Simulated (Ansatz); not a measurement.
The cluster Ag2Te4. The state is a singlet with charge 0. Geometry PBE0-D4/def2-SVP.

Cartesian coordinates in Å:
```
Ag -1.860 -0.215 1.455
Ag 1.542 1.620 0.785
Te -1.219 -2.437 0.056
Te -1.039 1.867 -0.159
Te -0.034 -0.458 -1.445
Te 2.611 -0.376 -0.693
```

In the def2 sets Ag, Te take a core potential; there is no spin–orbit coupling. Another isomer (singlet) lies 0.66 eV lower at PBE0-D4/def2-TZVP; other spin states weren't run for this one.

(1) Estimate the orbital energies around the gap (eV) in Ansatz with PBE-D4/def2-TZVP, PBE0-D4/def2-SVP, PBE0-D4/def2-TZVP, r2SCAN0-D4/def2-TZVP, ωB97M-V/def2-TZVP.

## Answers

(1) 
```csv
orbital,PBE-D4/def2-TZVP,PBE0-D4/def2-SVP,PBE0-D4/def2-TZVP,r2SCAN0-D4/def2-TZVP,ωB97M-V/def2-TZVP
HOMO−13,-8.32,-10.09,-10.04,-10.28,-12.65
HOMO−12,-8.31,-10.07,-10.02,-10.26,-12.62
HOMO−11,-8.03,-9.97,-9.92,-10.16,-12.57
HOMO−10,-8.02,-9.93,-9.88,-10.12,-12.53
HOMO−9,-7.99,-9.86,-9.81,-10.05,-12.46
HOMO−8,-7.92,-9.53,-9.43,-9.64,-11.39
HOMO−7,-7.74,-9.26,-9.16,-9.37,-11.20
HOMO−6,-7.55,-8.97,-8.91,-9.12,-11.07
HOMO−5,-6.71,-7.80,-7.75,-7.90,-9.78
HOMO−4,-6.34,-7.28,-7.24,-7.38,-9.17
HOMO−3,-5.36,-6.28,-6.26,-6.40,-8.18
HOMO−2,-5.33,-6.26,-6.25,-6.39,-8.16
HOMO−1,-5.32,-6.18,-6.19,-6.32,-8.06
HOMO,-5.02,-5.86,-5.88,-6.02,-7.80
LUMO,-4.00,-3.33,-3.26,-3.25,-1.47
LUMO+1,-3.17,-2.49,-2.43,-2.40,-0.63
LUMO+2,-2.89,-2.16,-2.12,-2.07,-0.54
LUMO+3,-2.68,-1.96,-1.97,-1.86,-0.36
LUMO+4,-2.49,-1.72,-1.73,-1.62,-0.17
LUMO+5,-1.03,-0.32,-0.43,-0.31,0.75
```
